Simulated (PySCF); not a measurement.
Te⁺: excitation energy

Te⁺ [Kr] 4d10 5s2 5p3 (4S) → Te⁺ [Kr] 4d10 5s1 5p3 5d1 (6D), as a difference of total energies. All numbers are calculated (PySCF 2.14, a scalar-relativistic core potential, in aug-cc-pVQZ-PP with ECP28MDF). Correlated levels: valence: 4s2 4p6 4d10 frozen. The calculations carry no spin-orbit coupling.

| method | excitation energy (eV) |
| --- | --- |
| UHF | 15.590 |
| LDA | 18.563 |
| PBE | 18.071 |
| PBE0 | 17.730 |
| r2SCAN | 17.641 |
| LC-wPBE | 17.783 |
| r2SCANh | 17.571 |
| B2PLYP | 17.865 |
| r2SCAN0 | 17.467 |
| MP2 (valence) | 16.814 |
| SCS-MP2 (valence) | 17.217 |

Task: How much does correlation contribute at MP2 (valence)?

Result: 16.814 − (15.590) = 1.224 eV, measured against UHF.

The promoted electron is Rydberg-like, and one or two diffuse shells describe it only roughly, which tends to raise the upper state.
